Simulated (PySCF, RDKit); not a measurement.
Pair of molecules: CH4 (SMILES C) (first 5 atoms) with CH3Cl (SMILES CCl); geometry from B3LYP-D3(BJ)/def2-TZVP.
(charge 0, multiplicity 1):
```xyz
10

C      0.086     0.023    -0.021
H      1.158    -0.173     0.001
H     -0.193     0.624     0.844
H     -0.163     0.561    -0.934
H     -0.457    -0.921     0.000
C      0.808    -0.849     3.457
Cl    -0.094     0.640     3.894
H      1.723    -0.557     2.952
H      1.030    -1.392     4.371
H      0.184    -1.444     2.798
```

Monomers are frozen at their geometry in the pair; levels with a basis set take the counterpoise correction. RDKit's UFF carries no charges.

Rows in 6-31G* carry no dispersion term and start afresh at each structure (6-31G* with six Cartesian d functions).

Run with PySCF for 6-31G* rows; RDKit for the force fields. 

Question: One of these levels gives -12.9 meV for the interaction energy. Which?
A) HF/6-31G*
B) UFF
C) MMFF94

Answer: C, MMFF94. The others give -42.5 (UFF), 24.4 (HF/6-31G*)
